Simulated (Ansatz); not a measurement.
Mulliken charges of `Cl[SiH2][S][GeH2][Cl]` from PBE/def2-TZVPP in Ansatz (PBE0-D4/def2-TZVP geometry).

```
atom   x (Å)   y (Å)   z (Å)  charge (e)
 Cl1  -1.606  -1.171  -1.564      -0.207
 Si2  -1.281   0.708  -0.802       0.387
  S3   0.790   1.147  -0.620      -0.291
 Ge4   1.448  -0.522   0.682       0.376
 Cl5   0.306  -0.526   2.506      -0.269
  H6  -1.970   0.767   0.503      -0.027
  H7  -1.808   1.707  -1.757      -0.038
  H8   1.214  -1.879   0.016       0.038
  H9   2.908  -0.230   1.036       0.032
```

**Question.** By hand: the dipole of these point charges (1 e Å = 4.8032 D).

**Answer.** Σ q r = (0.330, -0.036, -0.137) e Å, of length 0.359 e Å = 1.72 D.

**Question.** How does the dipole of the full density compare? (An estimate is asked.)

**Answer.** Computed: (0.174, 0.022, -0.096) e Å, 0.96 D; the point charges give 1.79 times that, at 14° from its direction.

Point charges leave out the atoms' own dipoles, such as those of lone pairs, and Mulliken's split depends on the basis, so the two needn't agree.
